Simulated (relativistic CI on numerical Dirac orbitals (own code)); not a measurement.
# Ca²⁺: calculation against measurement

Method of calculation: Dirac-Coulomb-Breit CI, separate exchange-only KLI orbitals for each configuration, model QED, valence Slater integrals scaled by 0.85, configuration energies shifted to the measured levels that pair with them (semi-empirical) (own radial code, finite nucleus).

Configuration list (outside the closed core [Ne]): 3s2 3p6, 3s2 3p5 3d, 3s2 3p5 4s, 3s2 3p5 4p, 3s2 3p5 4d, 3s2 3p5 5s, 3s2 3p5 5p, 3s2 3p5 4f, 3s2 3p5 5d, 3s2 3p4 3d2, 3s 3p6 3d, 3s2 3p5 5f, 3s2 3p5 5g, 3p6 3d2, 3s 3p6 4s. Levels of other configurations are missing.

```csv
Configuration,Term (tabulated),J,Measured (cm⁻¹),Computed,Error,Purity (%)
3s2 3p6,1S,0,0.0,0,0,97
3s2 3p5 3d,3P°,0,203373.2,203677,303,100
3s2 3p5 3d,3F°,3,213379.4,212887,-492,99
3s2 3p5 3d,1D°,2,225826.2,226602,776,59
3s2 3p5 3d,3D°,3,226333.6,226177,-157,79
3s2 3p5 3d,3D° †,2,227388.6,227483,95,59
3s2 3p5 3d,3D° †,1,227432.1,227321,-111,100
3s2 3p5 3d,1F°,3,228414.0,228319,-95,79
3s2 3p5 4s,3P°,2,242547.2,242542,-5,100
3s2 3p5 4s,3P°,1,243930.4,243930,0,82
3s2 3p5 4s,3P°,0,245611.9,245660,48,100
3s2 3p5 4s,1P°,1,247696.4,247697,0,81
3s2 3p5 4p,3S,1,272188.7,271576,-612,97
3s2 3p5 4p,3D,3,277022.4,277022,0,100
3s2 3p5 4p,3D,2,277380.9,277418,37,75
3s2 3p5 4p,3D,1,278621.0,278634,13,73
3s2 3p5 3d,1P°,1,279353.6,280470,1116,77
3s2 3p5 4p,3P,0,282075.2,281825,-250,98
3s2 3p5 4p,3P,1,282571.4,282385,-186,66
3s2 3p5 4p,1S,0,290934.3,291493,558,95
3s2 3p5 4d,3P°,0,322663.3,322956,293,99
3s2 3p5 4d,3P°,2,323655.1,323854,199,83
3s2 3p5 4d,3F°,4,324110.2,323911,-199,100
3s2 3p5 4d,3F°,3,324660.5,324367,-293,73
3s2 3p5 4d,3D°,3,328588.8,325562,-3027,55
3s2 3p5 4d,1P°,1,336749.1,340570,3821,70
3s2 3p5 5p,2[5/2],3,340580.2,340580,0,100
3s2 3p5 4f,2[3/2],1,346732.2,346781,49,98
3s2 3p5 4f,2[3/2],2,346896.3,346937,40,81
3s2 3p5 4f,2[9/2],5,347344.4,347327,-17,100
3s2 3p5 4f,2[9/2],4,347383.5,347385,1,51
3s2 3p5 4f,2[5/2],3,347417.0,347430,13,67
3s2 3p5 4f,2[5/2],2,347758.2,347741,-18,59
3s2 3p5 4f,2[7/2],3,348028.1,347982,-46,39
3s2 3p5 4f,2[7/2],4,348051.9,348009,-43,62
3s2 3p5 4f,2[5/2],3,350741.2,350751,10,36
3s2 3p5 4f,2[7/2],3,350779.5,350778,-2,60
3s2 3p5 4f,2[7/2],4,350805.3,350812,7,38
3s2 3p5 4f,2[5/2],2,350900.0,350899,-1,62
```

Measured levels from Sugar and Corliss, J. Phys. Chem. Ref. Data 8, 865 (1979); pairs were made by configuration, J and term (by order where the table uses no LS term), so strongly mixed levels may be paired wrongly.

Mean error by configuration (cm⁻¹): 3s2 3p5 3d 242; 3s2 3p5 4s 11; 3s2 3p5 4p -63; 3s2 3p5 4d 132; 3s2 3p5 5p 0; 3s2 3p5 4f -1. Over the excited levels the mean absolute error is 354 cm⁻¹ (38 of the 51 excited levels that our extract of the source holds in range could be paired, and the others can miss by more), and the median relative error of those above 1,000 cm⁻¹ is 0.014 %, both after the shifts were fitted to these levels, so that a configuration with one level shows no error. † marks terms whose computed intervals miss the measured ones by more than a factor of 2.5, or configurations far off the rest, from wrong mixing, a near crossing or a doubtful label or measurement; they are left out of the means.

Configurations whose levels could be paired with our table of measured levels were shifted onto them, all but the ground configuration, by the median error of their levels; single terms can still be off by 1,000 to 2,000 cm⁻¹ or more, and rates follow the energies as ν³ (E1, M1) or ν⁵ (E2). The others borrow a shift and can be off by several thousand cm⁻¹ or more. The fine structure of a lone outer electron comes out too small, for d and f at times inverted, and misplaced configurations move strength between like terms. 38 of the 51 excited levels that our extract of the measured tables holds in this range could be paired (the sources list more); they are missed by 340 cm⁻¹ on average and 3821 at most, after the shifts were fitted to these levels, and levels without a partner can miss by more.

Shifts applied (cm⁻¹): 3s2 3p6 0; 3s2 3p5 3d -18710; 3s2 3p5 4s -20424; 3s2 3p5 4p -19408; 3s2 3p5 4d -18739; 3s2 3p5 5p -18318; 3s2 3p5 4f -20104.
